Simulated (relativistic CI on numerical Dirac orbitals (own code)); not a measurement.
# Ligand-field terms of d6

Computed with a parametric ligand-field model of a d^n configuration (Racah B and C, spin-orbit zeta, crystal field), exact diagonalisation.

Field parameters in Wybourne normalisation: D3d B²₀ = −7Dσ, B⁴₀ = −14Dq − 21Dτ, B⁴₃ = −14√(10/7) Dq; Oh B⁴₀ = 21Dq, B⁴₄ = √(5/14) B⁴₀; Td as Oh with Dq negative (B⁴₀ = 21Dq, B⁴₄ = √(5/14) B⁴₀). The field is a parameter set, without covalency.

Q: Ground term and bands for B = 550, C = 2180, ζ = 0 cm⁻¹, Td, 10Dq = -6550 cm⁻¹?

A: Ground term 5E with 3.00 electrons in the two orbitals of the cubic e set. Spin-allowed: 5T2 6550 cm⁻¹ (1527 nm). Lowest spin-forbidden: 3T1 6316 cm⁻¹ (1583 nm), 3E 11391 cm⁻¹ (878 nm), 3T1 12002 cm⁻¹ (833 nm).

Q: Ground term and bands for B = 310, C = 1260, ζ = 0 cm⁻¹, Td, 10Dq = -2200 cm⁻¹?

A: Ground term 5E with 3.00 electrons in the two orbitals of the cubic e set. Spin-allowed: 5T2 2200 cm⁻¹. Lowest spin-forbidden: 3T1 5002 cm⁻¹ (1999 nm), 3E 6497 cm⁻¹ (1539 nm), 3T1 6893 cm⁻¹ (1451 nm).

Q: A d6 ion in Oh symmetry has the ground term 1A1 and bands at 5T2 2352 cm⁻¹, 3T1 6851 cm⁻¹ (1460 nm), 3T2 11648 cm⁻¹ (858 nm), 1T1 15236 cm⁻¹ (656 nm), 1T2 24899 cm⁻¹ (402 nm), 1E 32433 cm⁻¹ (308 nm), 1T2 32519 cm⁻¹ (308 nm). Which parameters reproduce them?

A: B = 860, C = 3850, ζ = 0 cm⁻¹, Oh, 10Dq = 17400 cm⁻¹.

Q: Ground term and bands for B = 590, C = 2350, ζ = 0 cm⁻¹, D3d, 10Dq = 21150, Dσ = 420, Dτ = 50 cm⁻¹?

A: Ground term 1A1 with 0.03 electrons in the two orbitals of the cubic e set. Spin-allowed: 1A2 19292 cm⁻¹ (518 nm), 1E 19952 cm⁻¹ (501 nm), 1A1 27515 cm⁻¹ (363 nm), 1E 27890 cm⁻¹ (359 nm). Lowest spin-forbidden: 3A2 14250 cm⁻¹ (702 nm), 3E 14859 cm⁻¹ (673 nm), 3A1 18338 cm⁻¹ (545 nm).

Q: Ground term and bands for B = 1030, C = 4940, ζ = 0 cm⁻¹, D3d, 10Dq = 20850, Dσ = -1200, Dτ = -150 cm⁻¹?

A: Ground term 5E with 2.00 electrons in the two orbitals of the cubic e set. Spin-allowed: 5A1 4682 cm⁻¹ (2136 nm), 5E 21965 cm⁻¹ (455 nm). Lowest spin-forbidden: 1A1 2081 cm⁻¹, 3E 7908 cm⁻¹ (1265 nm), 3A2 10245 cm⁻¹ (976 nm).
